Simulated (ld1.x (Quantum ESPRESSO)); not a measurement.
An all-electron radial function and its pseudo partner (phosphorus (P))

Columns: radius, all-electron u(r) and pseudo u(r) of the 3s shell (level -13.97 eV) of phosphorus in the configuration [He] 2s2 2p6 3s2 3p3; PBE, scalar-relativistic, PAW scheme, ld1.x (Quantum ESPRESSO) 7.5.

| r (bohr) | all-electron | pseudo |
| --- | --- | --- |
| 0.040 | 0.1914 | -0.1191 |
| 0.080 | 0.1673 | -0.2317 |
| 0.120 | 0.0583 | -0.3317 |
| 0.160 | -0.0700 | -0.4141 |
| 0.200 | -0.1860 | -0.4752 |
| 0.240 | -0.2763 | -0.5131 |
| 0.280 | -0.3368 | -0.5274 |
| 0.320 | -0.3684 | -0.5192 |
| 0.360 | -0.3743 | -0.4911 |
| 0.400 | -0.3587 | -0.4462 |
| 0.440 | -0.3259 | -0.3886 |
| 0.480 | -0.2798 | -0.3220 |
| 0.520 | -0.2238 | -0.2500 |
| 0.560 | -0.1611 | -0.1756 |
| 0.600 | -0.0941 | -0.1009 |
| 0.640 | -0.0249 | -0.0274 |
| 0.680 | 0.0448 | 0.0443 |
| 0.720 | 0.1137 | 0.1137 |
| 0.760 | 0.1808 | 0.1809 |
| 0.800 | 0.2454 | 0.2454 |
| 0.840 | 0.3067 | 0.3067 |
| 0.880 | 0.3645 | 0.3645 |
| 0.920 | 0.4185 | 0.4185 |
| 0.960 | 0.4685 | 0.4685 |
| 1.000 | 0.5144 | 0.5144 |
| 1.040 | 0.5564 | 0.5564 |

How many radial nodes do the two functions have?

The all-electron 3s function has n − l − 1 = 2; the pseudo-wave has 1, since 1 lower shell of the same l stays in the valence.

At about which radius was the pseudo-wave matched?

0.80 bohr. The columns agree to 0.0005 from 0.72 bohr on; several derivatives are matched, so the curves merge somewhat inside the radius.

Is the pseudo-wave norm-conserving?

No, it belongs to a PAW set: the norm inside the radius is not constrained, and the difference is carried by the augmentation charge.
